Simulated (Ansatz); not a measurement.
## Which method gave which barrier?

Saddle point of Si$_{2}$H$_{4}$Cl$_{2}$, singlet (SiCl₂ + SiH₄ → Si₂H₄Cl₂ ([SiH3][SiH]([Cl])[Cl]); bonds formed: Si1–H4, Si1–Si5; bonds broken: H4–Si5), PBE0-D4/def2-TZVP structure:

```csv
atom,x (Å),y (Å),z (Å)
Si1,0.3508,-1.0812,-0.6256
Cl2,-0.2266,-2.8188,0.3302
Cl3,-0.4860,-1.0987,-2.5122
H4,-0.9361,-0.1788,0.0264
Si5,0.2647,0.9628,0.5603
H6,1.5479,1.0028,1.3148
H7,-0.7809,1.3752,1.5401
H8,0.2662,1.8367,-0.6341
```

Program: Ansatz 0.2.0. Basis: def2-TZVPP, with def2-QZVPP for the basis limit. Cores are frozen in the correlated methods. Extrapolation: Hartree–Fock as exp(−7.88 √X), correlation as X^−2.97. Four methods, as single points on the PBE0-D4 structures, gave these electronic barriers from the start structure: 0.468, 0.604, 0.819, 1.213 eV.

The methods were, in alphabetical order, HF, MP2, r2SCAN-D4, SPW92. Which gave which? (Judge from chemistry; the calculation decides.)

Computed: SPW92 0.468; r2SCAN-D4 0.604; MP2 0.819; HF 1.213 eV. For comparison, CCSD(T) at an estimated basis limit (MP2 extrapolated from triple and quadruple zeta, plus CCSD(T) − MP2 in triple zeta) gives 0.799 eV.

No T1 diagnostic of these runs exceeds 0.013.

Losses and insertions of silylenes and their heavier kin drive the gas-phase chemistry of silicon and germanium vapour deposition.

Labels in which every atom is bracketed show which atoms are joined, not bond orders.

For scale, one of the runs: CCSD(T)/def2-TZVPP, 224 basis functions (an equivalent command: `ansatz run in.yaml --threads 4`). Hardware: 4 CPU threads, shared host. Wall time 41 s; peak host memory 3.1 GiB.
